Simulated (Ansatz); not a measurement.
Basis-set series for CH$_{5}$InSe, SMILES `[CH3][InH][SeH]`. The species carries charge 0 and has multiplicity 1. In takes the def2 core potential. The structure was optimised at the PBE0-D4/def2-TZVP level. It is one conformer, not always the lowest.

| atom | x (Å) | y (Å) | z (Å) |
| --- | --- | --- | --- |
| C1 | -0.8116 | 0.8837 | -0.4645 |
| In2 | -0.0904 | -1.0733 | 0.0268 |
| Se3 | 2.1538 | -1.1688 | 1.1674 |
| H4 | -1.8502 | 0.8561 | -0.7930 |
| H5 | -0.7238 | 1.5336 | 0.4069 |
| H6 | -0.1958 | 1.2983 | -1.2646 |
| H7 | -0.7853 | -2.6220 | -0.2322 |
| H8 | 2.3034 | 0.2925 | 1.1533 |

```
functional       basis  functions  energy (Eh)  HOMO (eV)  LUMO (eV)
   PBE0-D4    def2-SVP         97  -2632.16148      -6.78      -1.29
   PBE0-D4  def2-QZVPP        378  -2632.56644      -6.91      -1.39
   ωB97M-V    def2-SVP         97  -2632.26789      -8.88       0.27
   ωB97M-V  def2-QZVPP        378  -2632.67439      -9.04       0.02
```

Problem. Give the rows for def2-TZVPP. (Best estimate.)

Solution. Ansatz gave: 
```csv
functional,basis,functions,energy (Eh),HOMO (eV),LUMO (eV)
PBE0-D4,def2-TZVPP,199,-2632.51177,-6.90,-1.38
ωB97M-V,def2-TZVPP,199,-2632.62120,-9.02,0.07
```

Positive LUMOs are unbound and depend on the basis. Scalar relativity is left out up to krypton.
